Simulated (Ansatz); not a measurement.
Job for Ansatz (an electronic-structure program): R-PBE/def2-TZVPP on BeH3N (SMILES [BeH][NH2]), atoms moved off the minimum.

Ansatz 0.2 input:
```yaml
crystal:
  periodic: [false, false, false]
  atoms:
    - {symbol: Be, position_ang: [-0.65233242, -0.21153349, -0.82861372]}
    - {symbol: H, position_ang: [-1.34254394, -0.26683698, -1.82853606]}
    - {symbol: N, position_ang: [0.31087270, -0.08693569, 0.62182670]}
    - {symbol: H, position_ang: [0.87651403, -0.47736120, 0.58769206]}
    - {symbol: H, position_ang: [0.46330449, 0.83139663, 0.96222428]}
basis:
  gaussian:
    orbitals: def2-TZVPP
hamiltonian:
  xc: {name: PBE}
scf: {lower_state_search: off}
output: {forces: true}
```

Output:

```
WARN ansatz: RAYON_NUM_THREADS=1 ignored (pool sized by the plan → 1); use --threads N
Functional definition: PBE
these checks for a lower state are left out or cut short: stability, starts, cluster_reference, orbital_swaps, neighbouring_geometries, increment
integrals: 0.01 GiB planned
473 factors; their error is unknown
mean field: 0.16 GiB planned
mean field evaluation 1: about -1917.7318 eV, gradient 9.0e1 eV
mean field evaluation 2: about -1847.0410 eV, gradient 1.5e2 eV
mean field evaluation 4: about -1932.5303 eV, gradient 6.9e0 eV
mean field evaluation 8: about -1932.6992 eV, gradient 1.5e-1 eV
mean field evaluation 16: about -1932.6992 eV, gradient 5.6e-6 eV
mean field -1932.69921176 eV, -71.0253860017 hartree, gradient 5.6e-6 eV, S^2 0.000000; 0 other end points of the search recorded, 0 dependent functions left out
the calculation of the forces begins
reference -1932.69925277 eV, -71.0253875088 hartree; 7, 7 occupied and 85, 85 virtual orbitals, 473 factors
Total energy: -1932.69925277 eV, -71.0253875088 hartree
Atom 0 at    -0.652332    -0.211533    -0.828614 Å, force     3.001516     0.538746     4.761489 eV/Å
Atom 1 at    -1.342544    -0.266837    -1.828536 Å, force    -1.367129    -0.173788    -1.948804 eV/Å
Atom 2 at     0.310873    -0.086936     0.621827 Å, force   -39.780780    24.916626    -1.536224 eV/Å
Atom 3 at     0.876514    -0.477361     0.587692 Å, force    38.039488   -26.127541    -1.710885 eV/Å
Atom 4 at     0.463304     0.831397     0.962224 Å, force     0.106905     0.845956     0.434424 eV/Å
Dipole moment:     0.148095     0.086011    -0.042901 e Å
Checks for a lower state left out: stability, starts, cluster_reference, orbital_swaps, neighbouring_geometries, increment
```

Self-consistency was reached.

Cost: around 0.7 core-seconds (rough).
